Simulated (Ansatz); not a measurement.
# Ligand exchange: C2H9FSi2 + C2H7MgN → C2H11NSi2 + C2H5FMg

Species: C2H9FSi2 `CC[SiH](F)[SiH3]`, singlet; C2H7MgN `C[CH2][Mg][NH2]`, singlet; C2H11NSi2 `CC[SiH](N)[SiH3]`, singlet; C2H5FMg `C[CH2][Mg][F]`, singlet. The partners trade F for NH2: Si–F and Mg–NH2 bonds give way to Si–NH2 and Mg–F.

Shapes, held fixed at every level: PBE0-D4/def2-TZVP. Flexible molecules stand in one conformer, not always the lowest. Programs: Ansatz 0.2.0. The zero-point and thermal change to 298 K, harmonic and unscaled (PBE0-D4/def2-TZVP), is +2.3 kJ/mol.

```json
{"level": "HF/def2-TZVPP", "kind": "Hartree–Fock", "ΔH(298 K) (kJ/mol)": "-31.1", "less CCSD(T)/def2-TZVPP": "+5.7"}
{"level": "r2SCAN-D4/def2-TZVPP", "kind": "meta-GGA", "ΔH(298 K) (kJ/mol)": "-38.8", "less CCSD(T)/def2-TZVPP": "-2.0"}
{"level": "B3LYP-D4/def2-TZVPP", "kind": "global hybrid", "ΔH(298 K) (kJ/mol)": "-41.7", "less CCSD(T)/def2-TZVPP": "-4.9"}
{"level": "PBE0-D4/def2-TZVPP", "kind": "global hybrid", "ΔH(298 K) (kJ/mol)": "-43.7", "less CCSD(T)/def2-TZVPP": "-6.9"}
{"level": "wB97M-V/def2-TZVPP", "kind": "range-separated hybrid", "ΔH(298 K) (kJ/mol)": "-39.6", "less CCSD(T)/def2-TZVPP": "-2.8"}
{"level": "CCSD/def2-SVP", "kind": "coupled cluster or CI", "ΔH(298 K) (kJ/mol)": "-55.9", "less CCSD(T)/def2-TZVPP": "-19.1"}
{"level": "CCSD(T)/def2-TZVPP", "kind": "coupled cluster or CI", "ΔH(298 K) (kJ/mol)": "-36.8", "less CCSD(T)/def2-TZVPP": "0.0"}
```

The highest level, CCSD(T)/def2-TZVPP, gives ΔH(298 K) = -36.8 kJ/mol; the levels span -55.9 to -31.1. The column of differences is taken from that level and isn't an error. No measured value is set beside it here. Outer-core shells of Mg are correlated, in sets that cover them unevenly.
